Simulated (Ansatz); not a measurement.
`[F][Ge]([F])([F])[GeH3]` + `[SiH3][GeH3]` → `[GeH3][SiH2][GeH3]` + `[F][GeH]([F])[F]` at 600 K and 1 bar (formal exchange of groups at a Ge–Ge bond).

Calculated with Ansatz (gas phase, PBE0-D4/def2-TZVP geometries, no zero-point term in ΔE). CCSD(T)/CBS is the MP2 limit (def2-TZVPP, def2-QZVPP) plus CCSD(T) − MP2 in def2-TZVPP, frozen cores. For Ge outer-core shells are correlated without core-valence functions, which leaves a few kJ/mol of doubt a bond. Scalar relativity is left out up to krypton.

```csv
species,CCSD(T)/CBS energy (Eh),H − E (kJ/mol),S (J/(mol·K))
`[F][Ge]([F])([F])[GeH3]`,-4453.52870,144.8,466.6
`[SiH3][GeH3]`,-2368.78170,172.3,364.0
`[GeH3][SiH2][GeH3]`,-4446.10285,236.3,478.2
`[F][GeH]([F])[F]`,-2376.20168,80.2,351.9
```

H − E and S are ideal-gas, rigid-rotor, harmonic terms from PBE0-D4/def2-TZVP. 1 Eh = 2625.50 kJ/mol, R = 8.31446 J/(mol·K).

By hand: ΔE, ΔH, ΔS and ΔG.

ΔE = (-4446.10285) + (-2376.20168) − (-4453.52870) − (-2368.78170) = 0.00587 Eh = 15.4 kJ/mol. Δ(H − E) = 236.3 + 80.2 − 144.8 − 172.3 = -0.6, so ΔH = 14.8 kJ/mol. ΔS = 478.2 + 351.9 − 466.6 − 364.0 = -0.5 J/(mol·K). ΔG = 14.8 − 600 × (-0.5)/1000 = 15.1 kJ/mol.

By hand: the equilibrium constant, and the temperature at which ΔG would vanish if ΔH and ΔS stayed fixed.

log₁₀ K = −ΔG/(RT ln 10) = -1.3. ΔH and −TΔS have one sign here, so there is no such temperature.

The number of gas molecules stays the same, so ΔS is small and ΔH decides. A doubt of 5 kJ/mol in ΔE shifts log₁₀ K by 0.4 here. Modes under 60 cm⁻¹, often nearly free rotors, make the harmonic entropy too high. These are equilibria of isolated gas molecules and say nothing of rates. Largest T1 diagnostic: 0.013 (customary marks: 0.02 for closed shells, 0.045 for open ones).

ΔS is within the doubt of such terms, so its sign, and with it that verdict, could turn.
